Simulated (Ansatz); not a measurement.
Stepwise reaction of `[F][Y]([F])[Cl]` with ammonia, as a gas-phase model of exchange steps in deposition or etching. ΔE in kJ/mol; ΔG adds harmonic PBE0-D4 terms to CCSD(T)/CBS, at 1 bar.

Isolated molecules relaxed with PBE0-D4/def2-TZVP in Ansatz; ΔE leaves out vibrations. CCSD(T)/CBS adds triple-zeta CCSD(T) − MP2 to the extrapolated MP2 energy (def2 sets, frozen cores). This one scheme is used for every species. Functionals use def2-TZVPP. B3LYP here is the variant with VWN-RPA as its local correlation; programs differ in this. def2 core potentials past Kr. For Y outer-core shells are correlated without core-valence functions, which leaves a few kJ/mol of doubt a bond. One conformer a species, not always the lowest.

```tsv
step	reaction	PBE-D4	B3LYP-D4	ωB97M-V	CCSD(T)/CBS	ΔG(400 K)
2	`[NH2][Y]([F])[Cl]` + NH₃ → `[NH2][Y]([NH2])[Cl]` + H–F	135.0	137.4	136.1	129.7	127.9
```

Problem. Give the row of step 1, `[F][Y]([F])[Cl]` + NH₃ → `[NH2][Y]([F])[Cl]` + H–F. (Best estimate.)

Solution. The calculation gave: 
```csv
step,reaction,PBE-D4,B3LYP-D4,ωB97M-V,CCSD(T)/CBS,ΔG(400 K)
1,`[F][Y]([F])[Cl]` + NH₃ → `[NH2][Y]([F])[Cl]` + H–F,125.9,128.5,127.6,122.8,118.6
```

Problem. By hand: ΔE of the 2 steps together at CCSD(T)/CBS.

Solution. (122.8) + (129.7) = 252.5 kJ/mol, or 126.2 kJ/mol a step.

In ΔE each step is higher than the one before. All are uphill at CCSD(T)/CBS. ΔG lies between 118.6 and 127.9 kJ/mol a step. PBE-D4 differs from CCSD(T)/CBS by 3.1 to 5.3 kJ/mol a step. Isolated molecules leave out the surface, adducts and barriers. Largest T1 diagnostic: 0.014.
